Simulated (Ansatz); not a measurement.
Two isomers of CH5BClFSi: A = `C[SiH2]B(F)Cl`, B = `BC[SiH](F)Cl`.

Program: Ansatz. Geometries: PBE0-D4/def2-TZVP. ΔE: electronic, gas phase. CCSD(T)/CBS is the MP2 limit (def2-TZVPP, def2-QZVPP) plus CCSD(T) − MP2 in def2-TZVPP, frozen cores. Functionals use def2-TZVPP. B3LYP here is the variant with VWN-RPA as its local correlation; programs differ in this. Each species was taken in one conformer, which may not be the lowest.

(1) Which is lower in electronic energy at CCSD(T)/CBS, and by how much? (Best estimate.)

(2) Give E(B) − E(A) in kcal/mol with PBE0-D4, PBE-D4, CCSD/def2-TZVPP, B3LYP, r2SCAN-D4, B3LYP-D4, B2PLYP. (Estimate.)

Largest T1 diagnostic: 0.013.

Results:

(1) Ansatz gave: B, by 10.7 kcal/mol.

(2) Computed: PBE0-D4 -6.9, PBE-D4 -4.4, CCSD/def2-TZVPP -9.8, B3LYP -8.1, r2SCAN-D4 -8.4, B3LYP-D4 -8.6, B2PLYP -9.5. None reverses the order clearly.

From PBE to PBE0 (25 % exact exchange), in def2-TZVPP and without D4, E(B) − E(A) moves by −2.6 kcal/mol. In def2-TZVPP, CCSD(T) changes the Hartree–Fock value by +4.3 kcal/mol (the triples alone add +0.9 kcal/mol) and MP2 by +1.8 kcal/mol.
